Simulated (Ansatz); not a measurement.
Geometry optimisation, RKS B3LYP/def2-SVP in Ansatz 0.2.0.

Input:

```yaml
crystal:
  periodic: [false, false, false]
  atoms:
    - { symbol: O, position_ang: [-0.25824, 1.46225, -1.48774] }
    - { symbol: Al, position_ang: [0.781, 1.52034, -0.22008] }
    - { symbol: S, position_ang: [1.20902, -0.14932, 1.14256] }
    - { symbol: Si, position_ang: [-0.36939, -1.55897, 0.73164] }
    - { symbol: H, position_ang: [-0.82507, 1.49939, -2.24572] }
    - { symbol: H, position_ang: [1.50368, 2.81893, 0.06926] }
    - { symbol: H, position_ang: [-0.36113, -1.9477, -0.67703] }
    - { symbol: H, position_ang: [-0.01795, -2.67063, 1.60166] }
    - { symbol: H, position_ang: [-1.66194, -0.97428, 1.08545] }
basis:
  gaussian: { orbitals: def2-SVP }
hamiltonian:
  xc: b3lyp
relax:
  f_tol: 0.015
  max_steps: 40
```

Run as:

```bash
$ ansatz run input.yaml --threads 2 --pin off --max-ram 3072MiB --backend cpu --events-out ev --progress --plain --runs-dir out
```

**Question.** Where does it end, and by what steps?

**Answer.** It converged. The force dipped under the threshold on the way, but the program's further checks kept it going. After 17 steps the energy has fallen by 0.193 eV; O1 moved furthest, 0.39 Å.

| step | energy less start (eV) | largest force component (eV/Å) | accepted |
| --- | --- | --- | --- |
| 0 | 0.0000 | 0.767 | yes |
| 1 | -0.0898 | 0.338 | yes |
| 2 | -0.1105 | 0.125 | yes |
| 3 | -0.1154 | 0.198 | yes |
| 4 | -0.1214 | 0.170 | yes |
| 5 | -0.1240 | 0.151 | yes |
| 6 | -0.1268 | 0.098 | yes |
| 7 | -0.1314 | 0.327 | yes |
| 8 | -0.1344 | 0.134 | yes |
| 9 | -0.1419 | 0.543 | yes |
| 10 | -0.1603 | 0.843 | yes |
| 11 | -0.1707 | 0.987 | yes |
| 12 | -0.1916 | 0.059 | yes |
| 13 | -0.1911 | 0.146 | no |
| 14 | -0.1927 | 0.021 | yes |
| 15 | -0.1930 | 0.008 | yes |
| 16 | -0.1930 | 0.023 | yes |
| 17 | -0.1931 | 0.008 | yes |

```xyz
9
Properties=species:S:1:pos:R:3
O -0.479 1.203 -1.300
Al 0.785 1.522 -0.203
S 1.165 -0.064 1.251
Si -0.327 -1.540 0.690
H -0.816 1.750 -2.015
H 1.639 2.843 -0.203
H -0.123 -2.036 -0.698
H -0.134 -2.668 1.643
H -1.711 -1.011 0.835
```

Whether the end is a true minimum wasn't checked by a vibrational analysis.

The run took 41 s on 2 threads of Arm Neoverse V1, on a shared host, peak memory 0.19 GiB.
